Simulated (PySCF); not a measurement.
C2H4I, charge +1, multiplicity 1. Atoms are numbered in the order given.

```xyz
7

C      0.3053     2.4418     0.0000
C     -0.5519     1.2839     0.0000
I      0.0324    -0.6072     0.0000
H      0.0101     3.0774     0.8648
H      0.0101     3.0774    -0.8648
H      1.3835     2.2453     0.0000
H     -1.6436     1.4269     0.0000
```
Charge +1, spin multiplicity 1.

Geometry optimised at PBE0-D3(BJ)/def2-SVP. The spin state was assumed, not searched. The isomer is the one that the SMILES or the coordinates give; other isomers of the formula were not compared. The def2 effective core potentials stand for the cores of I; spin–orbit coupling is left out.

These are PBE0-D3(BJ)/def2-SVP (PySCF 2.14.0) values and carry that method's errors.

Frequencies are harmonic and unscaled.

Computed normal modes with their intensities:
```json
[
 {"mode": "1", "ν (cm⁻¹)": "154", "IR (km/mol)": "7.5", "moving atoms (share of kinetic energy)": "H 88 %, C 11 %"},
 {"mode": "2", "ν (cm⁻¹)": "316", "IR (km/mol)": "4.7", "moving atoms (share of kinetic energy)": "C 64 %, H 26 %, I 10 %"},
 {"mode": "3", "ν (cm⁻¹)": "647", "IR (km/mol)": "22.1", "moving atoms (share of kinetic energy)": "C 65 %, H 26 %, I 9 %"},
 {"mode": "4", "ν (cm⁻¹)": "753", "IR (km/mol)": "16.6", "moving atoms (share of kinetic energy)": "H 93 %"},
 {"mode": "5", "ν (cm⁻¹)": "928", "IR (km/mol)": "0.8", "moving atoms (share of kinetic energy)": "H 54 %, C 46 %"},
 {"mode": "6", "ν (cm⁻¹)": "966", "IR (km/mol)": "147.1", "moving atoms (share of kinetic energy)": "H 70 %, C 30 %"},
 {"mode": "7", "ν (cm⁻¹)": "1201", "IR (km/mol)": "14.9", "moving atoms (share of kinetic energy)": "C 50 %, H 50 %"},
 {"mode": "8", "ν (cm⁻¹)": "1263", "IR (km/mol)": "187.5", "moving atoms (share of kinetic energy)": "H 80 %, C 20 %"},
 {"mode": "9", "ν (cm⁻¹)": "1306", "IR (km/mol)": "47.0", "moving atoms (share of kinetic energy)": "H 78 %, C 22 %"},
 {"mode": "10", "ν (cm⁻¹)": "1370", "IR (km/mol)": "29.3", "moving atoms (share of kinetic energy)": "H 96 %"},
 {"mode": "11", "ν (cm⁻¹)": "1456", "IR (km/mol)": "38.0", "moving atoms (share of kinetic energy)": "H 68 %, C 32 %"},
 {"mode": "12", "ν (cm⁻¹)": "2981", "IR (km/mol)": "163.4", "moving atoms (share of kinetic energy)": "H 96 %"},
 {"mode": "13", "ν (cm⁻¹)": "3029", "IR (km/mol)": "43.3", "moving atoms (share of kinetic energy)": "H 92 %, C 8 %"},
 {"mode": "14", "ν (cm⁻¹)": "3180", "IR (km/mol)": "21.7", "moving atoms (share of kinetic energy)": "H 91 %, C 9 %"},
 {"mode": "15", "ν (cm⁻¹)": "3213", "IR (km/mol)": "29.9", "moving atoms (share of kinetic energy)": "H 91 %, C 9 %"}
]
```
